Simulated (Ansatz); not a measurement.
Reaction (formal loss of a carbene): `[CH3][Sb]([CH3])[SiH3]` → `[CH2]` (triplet) + `[CH3][SbH][SiH3]`

Computed with Ansatz on PBE0-D4/def2-TZVP structures; ΔE is electronic, products minus reactants. CCSD(T)/CBS is the MP2 limit (def2-TZVPP, def2-QZVPP) plus CCSD(T) − MP2 in def2-TZVPP, frozen cores. This one scheme is used for every species. Functionals use def2-TZVPP. B3LYP here is the variant with VWN-RPA as its local correlation; programs differ in this. Triplets are unrestricted, without spin–orbit coupling. Elements past krypton have def2 core potentials. For Sb outer-core shells are correlated without core-valence functions, which leaves a few kJ/mol of doubt a bond.

| level | ΔE (eV) | difference from CCSD(T)/CBS |
| --- | --- | --- |
| revPBE-D4 | 4.64 | -0.12 |
| BLYP-D4 | 4.65 | -0.11 |
| B97M-V | 4.65 | -0.11 |
| PBE0-D4 | 4.66 | -0.10 |
| B3LYP-D4 | 4.63 | -0.13 |
| r2SCANh-D4 | 4.44 | -0.32 |
| ωB97X-V | 4.79 | 0.03 |
| PBE-QIDH | 4.66 | -0.10 |
| PBE | 4.68 | -0.08 |
| BLYP | 4.47 | -0.29 |
| r2SCAN | 4.44 | -0.32 |
| B3LYP | 4.49 | -0.27 |
| HF/def2-SVP | 3.07 | -1.69 |
| CCSD/def2-SVP | 4.28 | -0.48 |
| CCSD(T)/def2-SVP | 4.38 | -0.38 |
| SCS-MP2/def2-TZVPP | 4.76 | 0.00 |
| CCSD(T)/CBS | 4.76 | 0 |

Largest T1 diagnostic among the species: 0.013.

From r2SCAN to r2SCAN0 (25 % exact exchange), in def2-TZVPP and without D4, ΔE moves by −0.06 eV. At CCSD(T), def2-SVP lies −0.38 eV from the extrapolated value and def2-TZVPP −0.16 eV.
